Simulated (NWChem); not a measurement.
# C₂H₄ClNSi; SMILES N1=C[Si@@H](C1)Cl

```xyz
9

Cl     0.0220    -1.9676    -0.2675
Si     0.0181    -0.0681     0.5595
C      1.0935     1.3043    -0.1337
N      0.1083     2.0854    -0.4033
C     -1.1129     1.2885    -0.1426
H      0.0498    -0.2519     2.0407
H      2.1353     1.6246    -0.2700
H     -1.8242     1.8168     0.5123
H     -1.6302     1.0586    -1.0874
```
Atoms are numbered in this order, from 1.

Results from NWChem. Structure relaxed at the PBE0/def2-SVP level. LC-ωPBE (HJS hole) with def2-SVP; x = 1 − exp(−ω/0.25 bohr⁻¹) is a scale chosen for this fit.

| row | x | −ε(HOMO) (eV) |
|---|---|---|
| ω = 0.05 | 0.181 | 6.40 |
| ω = 0.15 | 0.451 | 7.72 |
| ω = 0.20 | 0.551 | 8.26 |
| ω = 0.25 | 0.632 | withheld |
| ω = 0.50 | 0.865 | 10.26 |

**Question.** Fit a straight line of the last column on the one before it, predict the withheld value, and compare with the run.

**Answer.** 
1. Means of the 4 shown rows: x = 0.5120, y = 8.160. Slope Σ(x − x̄)(y − ȳ)/Σ(x − x̄)² = 1.355/0.2394 = 5.658; intercept 5.263.
2. The shown rows scatter about the line by 0.108 (root mean square); the largest residual is -0.12, at ω = 0.20.
3. At x = 0.632 (ω = 0.25; inside the shown range) the line gives 8.84.
4. The run gives 8.72, -0.12 from the line, 1.1 times the scatter.
